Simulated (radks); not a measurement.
Results of a calculation; reference values are marked as such.
The iron ion Fe2+ is in [Ar] 3d6. Code: a radial shooting solver on a logarithmic mesh with Libxc functionals. Model: non-relativistic Kohn-Sham, PBE, spin-polarised, spherical densities, point nucleus. Open shells are filled with parallel spins first. One electron is removed from 3d, 2p, 3s, 3p in turn, with full relaxation. Which removal costs least, and what does each cost?

Answer. 3d 31.394 eV; 3p 84.191 eV; 3s 116.61 eV; 2p 740.27 eV. The 3d electron leaves first.
